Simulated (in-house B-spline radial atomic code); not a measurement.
## RPA and G0W0 on PBEsol: neutral zinc

Configuration [Ar] 3d10 4s2, mean-field start PBEsol. Computed with a B-spline radial code for spherical atoms: all electrons, scalar-relativistic (spin-free one-electron X2C), finite nucleus, each spin shell either full or empty, empty states to l = 9 with an (l + 1/2)⁻⁴ tail; G0W0 by contour deformation at full frequency.

Command:
```bash
python run_gw.py task.json out
```
Settings (radii: box in bohr, nucleus in fm):
```
Z                        30
electrons                30
configuration            [Ar] 3d10 4s2
hamiltonian              x2c
method                   pbesol
lmax                     9
rms_radius               3.9283
spin_polarised           False
box_radius               40
intervals                73
ion_configuration        [Ar] 3d10 4s1
```

Time taken, with all properties: 8.7 s on 1 thread of Arm Neoverse V1, on a shared host.

Energies (hartree):

```json
{"term": "mean-field total", "value": "-1794.29297"}
{"term": "Hartree-Fock functional on these orbitals", "value": "-1794.26514"}
{"term": "direct second order", "value": "-2.9705"}
{"term": "second-order exchange", "value": "0.83957"}
{"term": "SOSEX correction", "value": "0.72179"}
```

Problem. What is the RPA correlation energy, and what remains with SOSEX?

Solution. RPA gives -2.325 hartree (-2.11 eV per electron); RPA + SOSEX gives -1.6032, and the second-order doubles -2.131 hartree (no singles). SOSEX takes back 31 % of the RPA value.

Quasi-particle levels (eV):

```json
{"level": "4s", "occupied": "yes", "mean field": "-5.995", "Σx - vxc": "-2.27", "Σc": "?", "QP weight": "?", "G0W0": "?"}
{"level": "4p", "occupied": "no", "mean field": "-1.076", "Σx - vxc": "2.91", "Σc": "-0.99", "QP weight": "0.912", "G0W0": "0.846"}
```

G0W0 = mean field + (Σx - vxc) + Σc, with Σc (partial-wave tail included) taken at the quasi-particle energy. Only the outer levels were computed. Levels of low weight are left out. An empty level above zero is unbound and depends on the box.

Problem. Where does G0W0 put 4s?

Solution. At -9.434 eV, with Σc = -1.17 eV and a quasi-particle weight of 0.819. The tabulated removal energy is 9.394 eV (NIST, measured); the calculation leaves out spin-orbit coupling, Breit and QED terms, and what these don't explain is the method's own error.

Problem. What does it cost to remove one electron (to [Ar] 3d10 4s1) by differences of total energies, each species on its own start (correlation terms add to the Hartree-Fock functional)?

Solution. PBEsol 9.558 eV, Hartree-Fock functional 7.529 eV, + RPA 9.742 eV, + RPA + SOSEX 9.219 eV, + second order 11.002 eV. Tabulated: 9.394 eV (NIST, measured); the calculation leaves out spin-orbit coupling, Breit and QED terms, and what these don't explain is the method's own error.
